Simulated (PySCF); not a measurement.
Identify the compound

The spectra below were simulated for a compound C$_{5}$H$_{6}$Cl$_{2}$OSi.

1H NMR (300 MHz, computed): δ 5.91 (m, 1H), 5.82 (m, 1H), 5.55 (m, 1H), 2.29 (s, 3H).

13C{1H} NMR (computed): δ 233.0 (C), 199.0 (C), 98.0 (CH), 90.4 (CH), 30.5 (CH3).

[PySCF 2.14.0 with density-fitted response routines: GFN2-xTB geometry; shielding tensors at PBE0/pcSseg-1 (GIAO); one computed conformer; rapidly exchanging positions averaged; in vacuum; non-relativistic Hamiltonian]

References, each an isolated molecule treated in the same way: 1H (σref 31.72) and 13C (σref 186.93) vs TMS.

Question: Propose a structure and justify it.

Answer: 
1. Rings plus π bonds: 3 (no ring in the answer).
2. 5 carbon signals for 5 carbons: no two carbons are equivalent.
3. Carbon types of the structure: 2 × C, 2 × CH, 1 × CH3, leaving 1 H on heteroatoms.
4. δC 233.0: central carbon of an allene; the central sp carbon of an allene is among the most deshielded carbons of hydrocarbons.
5. δC 199.0: ketone carbonyl carbon; the double bond to the heteroatom, with no lone-pair donor beside it, deshields it most.
6. δC 98.0, 90.4: terminal carbon of a cumulated C=C=C unit.
7. δC 30.5: methyl carbon α to a carbonyl; α to the electron-withdrawing carbonyl group.
8. δH 5.91: hydrogen on a silicon bonded to C, 2 Cl.
9. δH 5.82, 5.55: hydrogen on a terminal carbon of a cumulated C=C=C unit; olefinic region.
10. δH 2.29: hydrogen on a methyl carbon α to a carbonyl; α to C=O.

These data were computed for `CC(=O)C=C=C[SiH](Cl)Cl`.

The data come from this structure; uniqueness wasn't tested.

Shifts are as computed. Against solution values, carbons near 30 ppm lie about +3 ppm off and those near 130 ppm about +5 ppm. Of 1211 compounds with measured shifts, 218 miss one by over three times the rms of a fit or turn the order of signals round; such compounds aren't used in these exercises. No couplings were computed; multiplicities are counted from neighbouring protons, with m where these are inequivalent, close in shift, in a saturated or five-membered ring or joined by F or P, and br s for small geminal =CH2 splittings.
